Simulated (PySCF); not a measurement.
An equivalent PySCF input for O (oxygen, neutral), [He] 2s2 2p4, high-spin 3P determinant, with the non-relativistic Hamiltonian (point nucleus):

```python
from pyscf import gto, scf, dft, mp, cc
import basis_set_exchange as bse
mol = gto.M(atom="O 0 0 0", charge=0, spin=2, symmetry="D2h",
            basis=gto.basis.parse(bse.get_basis("aug-cc-pwCVTZ", elements=["O"], fmt="nwchem")))
mf = dft.UKS(mol, xc="TPSSH")
mf.irrep_nelec = {'Ag': (2, 2), 'B1u': (1, 0), 'B2u': (1, 1), 'B3u': (1, 0)}
mf.kernel()
```

It reaches the same state as the run whose output follows, with an energy that differs only through the grid. The run itself started from symmetry-adapted Hartree-Fock orbitals and held the occupation by maximum overlap, on a logarithmic radial grid, so the iterations belong to that start.

```
SCF conv_tol = 1e-09
number electrons alpha = 5  beta = 3
XC functionals = TPSSH
    V. N. Staroverov, G. E. Scuseria, J. Tao, and J. P. Perdew.,  J. Chem. Phys. 119, 12129 (2003)
cycle= 1 E= -75.0976952826153  delta_E= -0.0059  |g|= 0.0139  |ddm|= 0.143
cycle= 2 E= -75.0977740691375  delta_E= -7.88e-05  |g|= 0.00267  |ddm|= 0.0188
cycle= 3 E= -75.0977777139952  delta_E= -3.64e-06  |g|= 0.00146  |ddm|= 0.00656
cycle= 4 E= -75.0977784527367  delta_E= -7.39e-07  |g|= 0.000427  |ddm|= 0.00247
cycle= 5 E= -75.0977785251879  delta_E= -7.25e-08  |g|= 2.79e-05  |ddm|= 0.000749
cycle= 6 E= -75.0977785257035  delta_E= -5.16e-10  |g|= 8.74e-07  |ddm|= 8.66e-05
converged SCF energy = -75.0977785257035  <S^2> = 2.0039331  2S+1 = 3.0026209
```
